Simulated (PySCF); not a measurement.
The first ionisation energy along the 3d series

Calculated with PySCF 2.14 from differences of total energies of unrestricted determinants, without spin-orbit coupling. Values in eV. The last column holds reference values (NIST; (s) semi-empirical, (t) theoretical, else measured). Unmarked ones compare directly (S terms, centres of terms, or small fine structure); those marked * lie between the lowest fine-structure levels and include a spin-orbit shift.

| element | configurations | UHF | MP2 (valence) | SCS-MP2 (valence) | reference |
| --- | --- | --- | --- | --- | --- |
| Sc (6-31G*, non-relativistic) | [Ar] 3d1 4s2 → [Ar] 3d1 4s1 | 5.356 | 5.881 | 5.987 | 6.562 |
| V (6-31G*, non-relativistic) | [Ar] 3d3 4s2 → [Ar] 3d4 | n/a | n/a | n/a | 6.732 |
| Cr (6-31G*, non-relativistic) | [Ar] 3d5 4s1 → [Ar] 3d5 | 5.459 | 5.644 | 5.521 | 6.767 |
| Mn (6-31G*, non-relativistic) | [Ar] 3d5 4s2 → [Ar] 3d5 4s1 | 5.934 | 6.580 | 6.714 | 7.434 |
| Fe (6-31G*, non-relativistic) | [Ar] 3d6 4s2 → [Ar] 3d6 4s1 | 6.264 | 6.947 | 7.063 | 7.904 |
| Co (6-31G*, non-relativistic) | [Ar] 3d7 4s2 → [Ar] 3d8 | 9.205 | 8.630 | 8.738 | 7.869 |
| Cu (6-31G*, non-relativistic) | [Ar] 3d10 4s1 → [Ar] 3d10 | 5.806 | 6.166 | 6.116 | 7.726 |
| Zn (6-31G*, non-relativistic) | [Ar] 3d10 4s2 → [Ar] 3d10 4s1 | 7.401 | 8.231 | 8.291 | 9.394 |

Problem. Fill in the row of Ni (6-31G*, non-relativistic) ([Ar] 3d8 4s2 → [Ar] 3d9).

Solution. UHF 9.263; MP2 (valence) 8.471; SCS-MP2 (valence) 8.670; reference 7.640 * (eV).

"Valence" correlates the outer s and p shells and, in groups 3 to 12 and the f block, the outer d or f shell, open or full, or the next shell where the ion has no valence electron left; the wider scheme adds the next inner shell.
